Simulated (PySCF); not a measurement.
Species: C₄H₁₅NOSi₃.
Structure used (GFN2-xTB), in Å, numbered top down from 1:
```xyz
24
C4H15NOSi3 angstrom
C      3.0155   -0.2596   -1.2839
C      1.8444    0.1957   -0.4163
C      2.3053    1.1556    0.6772
O      1.2564   -0.9415    0.1609
Si    -0.3060   -1.2616    0.4703
N     -1.2800   -1.0885   -0.9715
Si    -2.7130   -0.1319   -1.1321
C     -3.1198    0.3555    0.6614
Si    -1.5648    0.1658    1.7596
H      3.4673    0.5923   -1.7851
H      2.6687   -0.9686   -2.0316
H      3.7631   -0.7492   -0.6647
H      1.1021    0.7002   -1.0521
H      2.9930    0.6426    1.3451
H      1.4528    1.4997    1.2567
H      2.8079    2.0129    0.2374
H     -0.1255   -2.6766    0.7932
H     -0.9655   -1.5687   -1.7994
H     -2.4444    1.0560   -1.9622
H     -3.7660   -0.9418   -1.7591
H     -3.5355    1.3602    0.7031
H     -3.9006   -0.3045    1.0372
H     -1.9563   -0.3388    3.0872
H     -1.0108    1.5146    2.0100
```

Definitions: NICS(0) = −σiso at the ring centroid; NICS(1) = −σiso and NICS(1)zz = −σzz at ±1 Å along the ring normal z. Level: GIAO PBE0/pcSseg-1 (PySCF, non-relativistic, gas phase) on the GFN2-xTB geometry, one conformer.

Ring bond lengths (Å), with Mayer bond orders in brackets: Si5–N6 1.749 (0.91), N6–Si7 1.730 (0.97), Si7–C8 1.903 (0.91), C8–Si9 1.913 (0.89), Si9–Si5 2.299 (0.91).

What do the NICS probes read (ppm)?

```json
{"ring": "Si5–N6–Si7–C8–Si9", "type": "5-membered ring with N and 3 Si; formal bonds all single", "NICS(0)": "-4.5", "NICS(1), two faces": "-3.2 / -2.3", "NICS(1)zz, two faces": "-0.7 / 0.6", "rms pucker (Å)": "0.12", "centre to ring atoms, mean (Å)": "1.62"}
```

What can be read from them?

- Si5–N6–Si7–C8–Si9: mean NICS(1)zz 0.0 ppm, near zero. Si5, Si7, C8, Si9 have four or more neighbours; no verdict on aromaticity is drawn.
